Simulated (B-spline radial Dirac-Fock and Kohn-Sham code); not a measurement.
## Elastic and transport cross sections of chlorine for electrons

Model: relativistic (Dirac) partial waves in the static field of the Dirac-Fock atom with Furness-McCarthy exchange, without polarisation or absorption potentials. Program: a radial B-spline solver. Below a few hundred eV the neglected polarisation potential matters, most of all at small angles. σ_tr1 and σ_tr2 weight the cross section with 1 − P₁ and 1 − P₂ of cos θ; "backward" is the share scattered beyond 90°.

| energy (eV) | σ (a₀²) | σ_tr1 (a₀²) | σ_tr2 (a₀²) | σ/σ_tr1 | backward (%) |
| --- | --- | --- | --- | --- | --- |
| 50 | 31.2 | 14.7 | 17.3 | 2.12 | 23 |
| 61.1 | 26.3 | 13.2 | 13.8 | 1.99 | 24 |
| 61.6 | ? | ? | ? | ? | ? |
| 64.9 | 25.0 | 12.8 | 12.9 | 1.96 | 24 |
| 72.9 | 22.9 | 11.9 | 11.2 | 1.93 | 24 |
| 100 | 18.4 | 9.49 | 8.01 | 1.94 | 22 |
| 118 | 16.6 | 8.29 | 6.85 | 2.01 | 21 |
| 121 | 16.4 | 8.11 | 6.70 | 2.02 | 20 |
| 130 | 15.7 | 7.61 | 6.29 | 2.06 | 20 |
| 166 | 13.7 | 6.02 | 5.15 | 2.27 | 18 |
| 196 | 12.5 | 5.07 | 4.52 | 2.47 | 16 |
| 200 | 12.4 | 4.96 | 4.45 | 2.50 | 16 |
| 207 | 12.2 | 4.78 | 4.33 | 2.55 | 16 |
| 236 | 11.4 | 4.14 | 3.91 | 2.75 | 15 |
| 239 | 11.3 | 4.08 | 3.87 | 2.77 | 15 |

Problem. Fill in the row for 61.6 eV.

Solution. σ = 26.1 a₀², σ_tr1 = 13.1 a₀², σ_tr2 = 13.7 a₀², σ/σ_tr1 = 1.98, backward 24 %. The ratio σ/σ_tr1 is roughly the number of elastic collisions that randomise the direction.

Values without a named source are computed, but for edge energies of neutral atoms, which are taken from tables.
